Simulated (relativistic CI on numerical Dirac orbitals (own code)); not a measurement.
Radial Dirac CI calculation of Sr XVIII.

Command:

```sh
python run_levels.py task.json out
```

Input:

```
atom Sr  Z=38  charge=17  electrons=21
nucleus A=88  rms_radius_fm=4.2240
hamiltonian dirac-coulomb  breit=on  qed=off  c_scale=1
orbitals kli  potential=per-configuration
slater_scale 0.5
correlation none
mixing on
grid step=0.0125 r_max=5.9
scf mixing=0.4 start=green max_iterations=150 tolerance=2e-08 node_fill=0.05
configurations
  [Ar] 3d3
  [Ne] 3s2 3p5 3d4
end
```

Output:

```
SCF 1: [Ar] 3d3
 iter      energy (Ha)   residual   last orbital (Ha)
    1     -2991.409725   3.90e+00    -40.88392
    2     -3018.245970   2.12e+00    -32.40309
    3     -3028.971066   1.07e-01    -24.24522
    4     -3029.005950   6.86e-02    -24.59821
    5     -3029.015513   2.59e-03    -24.33695
    6     -3029.015528   3.12e-04    -24.32594
    7     -3029.015528   9.21e-06    -24.32419
    8     -3029.015528   7.61e-07    -24.32422
    9     -3029.015528   3.65e-07    -24.32422
   10     -3029.015528   7.79e-10    -24.32422
SCF 2: [Ne] 3s2 3p5 3d4
 iter      energy (Ha)   residual   last orbital (Ha)
    1     -2985.632782   3.93e+00    -40.88392
    2     -3013.417420   2.13e+00    -32.29589
    3     -3024.411255   1.15e-01    -24.09254
    4     -3024.454532   7.15e-02    -24.46917
    5     -3024.464805   2.91e-03    -24.19410
    6     -3024.464822   5.69e-04    -24.18323
    7     -3024.464820   4.70e-05    -24.18005
    8     -3024.464821   6.89e-07    -24.18028
    9     -3024.464821   2.90e-08    -24.18028
   10     -3024.464821   1.35e-09    -24.18028
orbital energies (Ha): 2s -101.7462  2p1/2 -94.7228  2p3/2 -92.1955  3s -31.6064  3p1/2 -29.0732  3p3/2 -28.5907  3d3/2 -24.4221  3d5/2 -24.3242
configuration averages (Ha): Dirac-Coulomb, Breit, QED
  3p6 3d3                      -3029.015528    1.684630    0.000000
  3p5 3d4                      -3024.464821    1.671021    0.000000
levels: no., configuration, term, J, E (cm-1), weight
   1 3p6 3d3                4F   3/2              0.0  0.86
   2 3p6 3d3                4F   5/2          10090.6  0.96
   3 3p6 3d3                4F   7/2          18531.0  0.89
   4 3p6 3d3                4F   9/2          24495.3  0.66
   5 3p6 3d3                4P   3/2          29157.0  0.50
   6 3p6 3d3                4P   1/2          33229.3  0.74
   7 3p6 3d3                2G   7/2          41174.0  0.87
   8 3p6 3d3                2H   9/2          42265.4  0.57
   9 3p6 3d3                4P   5/2          46324.7  0.90
  10 3p6 3d3                2D   3/2          52096.4  0.47
  11 3p6 3d3                2P   1/2          55158.8  0.74
  12 3p6 3d3                2H   11/2         57127.1  1.00
  13 3p6 3d3                2D   5/2          64080.6  0.90
  14 3p6 3d3                2G   9/2          65129.2  0.57
lowest total energy -3027.568372 Ha
end: converged
```

Against the reference input this run has: Slater scale 0.5, QED terms off. The reference run ends at -3026.543483 Ha with Breit and QED terms.

Run time about 0.12 s of CPU on one thread of Neoverse-N1 (shared host).
